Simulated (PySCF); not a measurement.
SMILES c1(ccc(Cl)cc1)B, singlet (GFN2-xTB optimised geometry):

```
14

B     -1.428    -2.072    -0.001
C     -0.618    -0.756     0.000
C     -1.249     0.496     0.001
C     -0.535     1.677     0.001
C      0.852     1.630     0.000
Cl     1.757     3.101     0.000
C      1.518     0.413     0.000
C      0.784    -0.756     0.000
H     -0.874    -3.101     0.000
H     -2.597    -2.040    -0.004
H     -2.329     0.538     0.001
H     -1.040     2.631     0.001
H      2.597     0.391     0.000
H      1.308    -1.701     0.000
```

Level of theory: PBE0/def2-TZVP (PySCF).

Problem. What are the frontier orbital energies and the dipole moment?

Solution. HOMO-2 -9.17 eV, HOMO-1 -7.89 eV, HOMO -7.53 eV, LUMO -2.19 eV, LUMO+1 -0.69 eV; dipole moment 0.16 D.

Meta-Löwdin charges at PBE0/def2-TZVP: B1 -0.04, C2 -0.09, C3 -0.07, C4 -0.14, C5 0.04, Cl6 -0.04, C7 -0.14, C8 -0.07, H9 0.01, H10 0.01, H11 0.13, H12 0.14, H13 0.14, H14 0.13.
